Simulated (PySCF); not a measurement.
Exercise with solution: oscillator strength and radiative lifetime

CH6Al2O4, SMILES [Al]([OH])([CH2][Al]([OH])[OH])[OH].

Geometry optimised at PBE0-D3(BJ)/def2-SVP. The structure was generated by enumeration; whether it is a known compound was not checked. One conformer was computed; it need not be the lowest.

PySCF with TDA-LC-ωPBE/def2-SVPD puts the first singlet state with f over 0.02 at 6.92 eV (vertical), with the transition dipole (0.933, 0.060, 0.056) in atomic units.

Find the oscillator strength, the wavelength and the radiative lifetime that this transition would have in vacuum if emission retraced absorption.


|μ|² = 0.8772 au, so |μ| = 2.38 D. ΔE = 6.92/27.211 = 0.2543 hartree. f = (2/3) ΔE |μ|² = 0.149 (the program prints 0.149).
λ = 1239.84/6.92 = 179 nm; ν = 55814 cm⁻¹.
Einstein's coefficient A = 0.6670 ν² f s⁻¹ (ν in cm⁻¹) = 3.1e8 s⁻¹, so τ = 1/A = 3.2 ns. This state is S1. The figure is the radiative limit of this one transition; relaxation, internal conversion, crossing to triplets and a medium change what is measured.
